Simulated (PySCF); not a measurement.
Problem. Write a Z-matrix for `c1(ccc(c(C)c1)C)C=C` as optimised with PBE0-D3(BJ)/def2-SVP.

Solution. 
Z-matrix in Å and degrees, rows numbered from 1:
```
C 
C   1  1.3386
C   2  1.4675  1  127.36
C   3  1.4016  2  123.32  1    -2.32
C   4  1.3885  3  120.35  2   179.85
C   5  1.3998  4  121.87  3     0.04
C   6  1.4995  5  120.72  4  -179.98
C   6  1.4086  5  118.51  4     0.03
C   8  1.5006  6  120.56  5  -179.98
C   8  1.3957  6  118.99  5    -0.01
H   1  1.0934  2  122.39  3    -0.08
H   1  1.0921  2  120.89  3   179.99
H   2  1.0962  1  118.06  3   179.83
H   4  1.0919  3  120.23  2    -0.34
H   5  1.0935  4  119.30  3   179.91
H   7  1.1026  6  111.57  5   119.68
H   7  1.1024  6  111.62  5  -121.35
H   7  1.0986  6  111.35  5    -0.80
H   9  1.0986  8  111.36  6   179.73
H   9  1.1023  8  111.56  6   -59.77
H   9  1.1022  8  111.53  6    59.23
H  10  1.0943  3  118.61  2     0.07
```

The C–C distances run from 1.339 Å (C1=C2, drawn double) to 1.501 Å (C8–C9, drawn single), a spread of 0.162 Å. The 6-membered ring C3–C4–C5–C6–C8–C10 has internal angles of 117.6° to 122.7°; it is planar, 0.00 Å rms from its mean plane, widest ring torsion 0°. Of the pairs four or more bonds apart, H11···H14 is among the closest relative to their van der Waals radii: 2.19 Å, 91 % of the sum of Bondi's values. The 10 heavy atoms lie in one plane (0.011 Å rms).

Theory: PBE0-D3(BJ)/def2-SVP geometry optimisation, gas phase (PySCF 2.14.0).

Point group: near Cs, missed by 0.13 Å at most; the miss may be what the optimiser left on a soft mode. Stationary, but not proved a minimum. The numbers are those of one conformer (C1–C2–C3–C4 -2°).
